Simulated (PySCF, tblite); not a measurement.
Compound: C5H7FOSi.
Numbering: `[CH2:1]=[CH:2][SiH2:3]/[C:4]([F:5])=[CH:6]\[CH:7]=[O:8]` (hydrogens: H9, H10 on C1; H11 on C2; H12, H13 on Si3; H14 on C6; H15 on C7)

Jobs on this species (15 atoms, 68 electrons) with PySCF (density fitting) and tblite. Hardware of each: one thread of an Arm Neoverse N1, no GPU, on a shared host. Other jobs ran on the host; a repeat could differ by tens of per cent or more.

| level and settings | work | basis functions | SCF cycles | wall time |
| --- | --- | --- | --- | --- |
| wB97X-D/def2-SVPD | 8 singlets by full TDDFT, 3 Tamm–Dancoff triplets, polarisability, density and orbital grids written | 226 | ? | ? |
| PBE0/pcSseg-1 | shieldings, charges and field gradients | 178 | ? | ? |
| GFN2-xTB | Hessian by finite differences | – | – | 0.83 s |
| GFN2-xTB | L-BFGS relaxation | – | – | 0.65 s |

Question: Fill in the missing figures.

Answer: 
- wB97X-D/def2-SVPD; 8 singlets by full TDDFT, 3 Tamm–Dancoff triplets, polarisability, density and orbital grids written: 1.8 min, 16 SCF cycles
- PBE0/pcSseg-1; shieldings, charges and field gradients: 47 s, 14 SCF cycles

Question: What do all jobs in the table cost together?

Answer: About 2.6 min; the longest takes about 69 % of that, and about 170 times as long as the shortest.
